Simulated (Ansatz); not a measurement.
`[F][Al]1[NH][SiH2]1` + HBr → `[Br][Al]1[NH][SiH2]1` + H–F at 400 K and 1 bar (ligand exchange at the Al–F bond).

Isolated molecules relaxed with PBE0-D4/def2-TZVP in Ansatz; ΔE leaves out vibrations. CCSD(T)/CBS adds triple-zeta CCSD(T) − MP2 to the extrapolated MP2 energy (def2 sets, frozen cores). This one scheme is used for every species. For Br outer-core shells are correlated without core-valence functions, which leaves a few kJ/mol of doubt a bond. Scalar relativity is left out up to krypton.

```csv
species,CCSD(T)/CBS energy (Eh),H − E (kJ/mol),S (J/(mol·K))
`[F][Al]1[NH][SiH2]1`,-687.47384,118.6,336.0
HBr,-2573.91920,27.6,207.2
`[Br][Al]1[NH][SiH2]1`,-3160.99285,116.8,361.3
H–F,-100.39570,36.5,182.2
```

H − E and S are ideal-gas, rigid-rotor, harmonic terms from PBE0-D4/def2-TZVP. 1 Eh = 2625.50 kJ/mol, R = 8.31446 J/(mol·K).

Question: By hand: ΔE, ΔH, ΔS and ΔG.

Answer: ΔE = (-3160.99285) + (-100.39570) − (-687.47384) − (-2573.91920) = 0.00449 Eh = 11.8 kJ/mol. Δ(H − E) = 116.8 + 36.5 − 118.6 − 27.6 = 7.1, so ΔH = 18.9 kJ/mol. ΔS = 361.3 + 182.2 − 336.0 − 207.2 = 0.3 J/(mol·K). ΔG = 18.9 − 400 × (0.3)/1000 = 18.8 kJ/mol.

Question: By hand: the equilibrium constant, and the temperature at which ΔG would vanish if ΔH and ΔS stayed fixed.

Answer: log₁₀ K = −ΔG/(RT ln 10) = -2.5. ΔG = 0 at ΔH/ΔS = 63000 K, far beyond where these terms or the molecules hold.

The number of gas molecules stays the same, so ΔS is small and ΔH decides. A doubt of 5 kJ/mol in ΔE shifts log₁₀ K by 0.7 here. These are equilibria of isolated gas molecules and say nothing of rates. Largest T1 diagnostic: 0.014 (customary marks: 0.02 for closed shells, 0.045 for open ones).
